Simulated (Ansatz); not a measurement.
Consider the ligand exchange at the Si–S bond: `[SiH3]S[CH2][GeH3]` + `C=C[Si](O)(O)O` → `C=C[Si](O)(O)O[SiH3]` + `S[CH2][GeH3]`.

Isolated molecules relaxed with PBE0-D4/def2-TZVP in Ansatz; ΔE leaves out vibrations. CCSD(T)/CBS adds triple-zeta CCSD(T) − MP2 to the extrapolated MP2 energy (def2 sets, frozen cores). Functionals use def2-TZVPP. For Ge outer-core shells are correlated without core-valence functions, which leaves a few kJ/mol of doubt a bond. Scalar relativity is left out up to krypton. Each species was taken in one conformer, which may not be the lowest.

| species | PBE0 energy (Eh) |
| --- | --- |
| `[SiH3]S[CH2][GeH3]` | -2807.07016 |
| `C=C[Si](O)(O)O` | -594.82050 |
| `C=C[Si](O)(O)O[SiH3]` | -885.43399 |
| `S[CH2][GeH3]` | -2516.47082 |

Q: Work out ΔE.

A: ΔE = (-885.43399) + (-2516.47082) − (-2807.07016) − (-594.82050) = -0.01415 Eh = -37.2 kJ/mol. CCSD(T)/CBS gives -46.8 kJ/mol.

Largest T1 diagnostic among the species: 0.012.

From PBE to PBE0 (25 % exact exchange), in def2-TZVPP and without D4, ΔE moves by −4.9 kJ/mol. In def2-TZVPP, CCSD(T) changes the Hartree–Fock value by +18.6 kJ/mol (the triples alone add +3.7 kJ/mol) and MP2 by +21.8 kJ/mol.
